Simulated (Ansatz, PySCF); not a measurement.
octafluorocyclopentene (C5F8), SMILES FC1(F)C(F)(C(F)(C(F)=C1F)F)F.

Geometry optimised at B3LYP-D3(BJ)/def2-SVP. One conformer was computed; it need not be the lowest.

Vertical ionisation energy (IE) and electron affinity (EA) in eV. Rows of orbital energies are one-electron estimates. Where ΔSCF, EOM or ADC give a negative EA the extra electron is unbound and the value depends on the basis.

| level | IE | EA |
|---|---|---|
| −ε(HOMO), −ε(LUMO), ωB97X/def2-SVP (PySCF) | ___ | ___ |
| ΔSCF, PBE0/def2-SVPD (Ansatz), final states of multiplicity 2 and 2 | 11.56 | -0.34 |

Task: Complete the blanks. (An estimate is asked for; the answer gives what the named calculation found.)

Result: 
- −ε(HOMO), −ε(LUMO), ωB97X/def2-SVP (PySCF), IE: 11.35
- −ε(HOMO), −ε(LUMO), ωB97X/def2-SVP (PySCF), EA: -0.87

Task: What vertical singlet–triplet gap does ΔSCF give with PBE0/def2-SVPD (Ansatz, a program for electronic structure)? (The exact figures need the calculation; the answer reports its results.)

Result: 4.31 eV (triplet above singlet where positive).
